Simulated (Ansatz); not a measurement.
`B[SiH2]Cl` + HBr → `B[SiH2]Br` + HCl at 500 K and 1 bar (ligand exchange at the Si–Cl bond).

Gas-phase electronic energies from Ansatz, PBE0-D4/def2-TZVP geometries. CBS: MP2 limit from def2 TZ/QZ plus the TZ coupled-cluster correction, frozen cores. This one scheme is used for every species. For Br outer-core shells are correlated without core-valence functions, which leaves a few kJ/mol of doubt a bond. Scalar relativity is left out up to krypton.

```json
{"species": "`B[SiH2]Cl`", "CCSD(T)/CBS energy (Eh)": "-776.05948", "H − E (kJ/mol)": "134.8", "S (J/(mol·K))": "351.5"}
{"species": "HBr", "CCSD(T)/CBS energy (Eh)": "-2573.91920", "H − E (kJ/mol)": "30.5", "S (J/(mol·K))": "213.7"}
{"species": "`B[SiH2]Br`", "CCSD(T)/CBS energy (Eh)": "-2889.59767", "H − E (kJ/mol)": "134.3", "S (J/(mol·K))": "366.5"}
{"species": "HCl", "CCSD(T)/CBS energy (Eh)": "-460.38127", "H − E (kJ/mol)": "32.5", "S (J/(mol·K))": "201.9"}
```

H − E and S are ideal-gas, rigid-rotor, harmonic terms from PBE0-D4/def2-TZVP. 1 Eh = 2625.50 kJ/mol, R = 8.31446 J/(mol·K).

Q: By hand: ΔE, ΔH, ΔS and ΔG.

A: ΔE = (-2889.59767) + (-460.38127) − (-776.05948) − (-2573.91920) = -0.00026 Eh = -0.7 kJ/mol. Δ(H − E) = 134.3 + 32.5 − 134.8 − 30.5 = 1.5, so ΔH = 0.8 kJ/mol. ΔS = 366.5 + 201.9 − 351.5 − 213.7 = 3.2 J/(mol·K). ΔG = 0.8 − 500 × (3.2)/1000 = -0.8 kJ/mol.

Q: By hand: the equilibrium constant, and the temperature at which ΔG would vanish if ΔH and ΔS stayed fixed.

A: log₁₀ K = −ΔG/(RT ln 10) = 0.1. ΔG = 0 at ΔH/ΔS = 250 K, though so small a ΔH makes that figure unsure.

TΔS isn't small against ΔH here. The sign of ΔG lies within the doubt. A doubt of 5 kJ/mol in ΔE shifts log₁₀ K by 0.5 here. These are equilibria of isolated gas molecules and say nothing of rates. Largest T1 diagnostic: 0.010 (customary marks: 0.02 for closed shells, 0.045 for open ones).
